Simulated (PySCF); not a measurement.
Titanium: a sound run and one with changed settings

Sound run: Ti [Ar] 3d2 4s2, Ti⁺ [Ar] 3d2 4s1. Computed with PySCF 2.14 in jorge-DZP-DKH (8s6p2d1f, 43 functions), with the spin-free X2C one-electron Hamiltonian (Gaussian nucleus). The sound run starts from symmetry-adapted Hartree-Fock orbitals and uses a fine grid where one is needed.

Changed run: 14 angular points. This setting is unsound on purpose.

```
species  method  sound run (hartree)  changed run (hartree)  converged
     Ti     UHF           -852.71654             -852.71654        yes
     Ti   M06-L           -853.62104             -853.60395        yes
     Ti    PBE0           -853.48809             -853.48029        yes
    Ti⁺     UHF           -852.51355             -852.51355        yes
    Ti⁺   M06-L           -853.36875             -853.35243        yes
    Ti⁺    PBE0           -853.24842             -853.24028        yes
```

Ionisation energy of Ti:

```
method  sound run (eV)  changed run (eV)
   UHF           5.524             5.524
 M06-L           6.865             6.844
  PBE0           6.522             6.531
```

A coarse angular grid integrates products of high-l functions wrongly, so density functionals can shift, and the SCF can exploit the error; Hartree-Fock and MP2 need no grid.

For comparison, NIST gives 6.828 eV between the lowest levels.
